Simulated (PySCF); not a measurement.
# Spin-rotation constants: SMILES C=C(C=O)CCO, C$_{5}$H$_{8}$O$_{2}$

Geometry (Å), atoms numbered from 1 in this order:
```xyz
15

C    -1.8918   -0.8857   -0.1554
C    -0.8108   -0.2252    0.2636
C    -0.9830    1.1234    0.8215
O    -0.0953    1.8737    1.1473
C     0.5781   -0.7869    0.1611
C     1.4761    0.0219   -0.8031
O     2.2190    1.0196   -0.1679
H    -1.8250   -1.8702   -0.5864
H    -2.8788   -0.4593   -0.0851
H    -2.0411    1.4277    0.9259
H     0.5185   -1.8206   -0.1800
H     1.0541   -0.7730    1.1446
H     2.2120   -0.6469   -1.2575
H     0.8548    0.4447   -1.6096
H     1.6089    1.5647    0.3589
```

Method: GIAO B3LYP/pcSseg-1 magnetisability, rotational g tensor and spin-rotation constants, non-relativistic, gas phase (PySCF). Geometry: GFN2-xTB.

**Question.** Give the nuclear spin-rotation constants along the inertial axes (H = +C I·J) beside the isotropic shieldings.

**Answer.** Rotational constants 3.7728, 2.2737, 1.5274 GHz. A star marks the isotopologue with that one atom substituted, in its own axes.
| atom | isotope | Caa (kHz) | Cbb (kHz) | Ccc (kHz) | mean (kHz) | σ (ppm) |
| --- | --- | --- | --- | --- | --- | --- |
| H8 | 1H | -0.403 | 0.245 | -0.182 | -0.113 | 25.4 |
| H9 | 1H | 0.067 | -0.101 | -0.152 | -0.062 | 25.8 |
| H10 | 1H | 0.222 | -0.082 | -0.121 | 0.007 | 22.1 |
| H11 | 1H | -0.409 | 0.084 | -0.170 | -0.165 | 29.4 |
| H12 | 1H | -0.365 | -0.224 | 0.024 | -0.188 | 29.3 |
| H13 | 1H | -0.190 | 0.009 | -0.148 | -0.109 | 27.7 |
| H14 | 1H | -0.320 | -0.244 | 0.063 | -0.167 | 28.2 |
| H15 | 1H | -0.221 | -0.028 | -0.163 | -0.137 | 27.7 |
| C1 | 13C* | 1.301 | 1.100 | 0.282 | 0.894 | 37.4 |
| C2 | 13C* | 1.477 | 1.187 | 0.298 | 0.987 | 19.2 |
| C3 | 13C* | 1.858 | 1.162 | 0.425 | 1.148 | -20.9 |
| O4 | 17O* | -3.260 | -1.794 | -0.126 | -1.726 | -313.3 |
| C5 | 13C* | 0.663 | 0.463 | 0.280 | 0.469 | 138.7 |
| C6 | 13C* | 0.853 | 0.504 | 0.356 | 0.571 | 111.7 |
| O7 | 17O* | -0.289 | -0.263 | -0.162 | -0.238 | 275.4 |

For the geometry as given, no vibrational averaging.

**Question.** How do the rotational constants and the g tensor change when H8, H9, H10, H11, H12, H13, H14, H15 are replaced by deuterium?

**Answer.** Constants 3.2385, 1.9882, 1.3524 GHz; g -0.0412, -0.0296, -0.0089, against -0.0475, -0.0336, -0.0100 before.
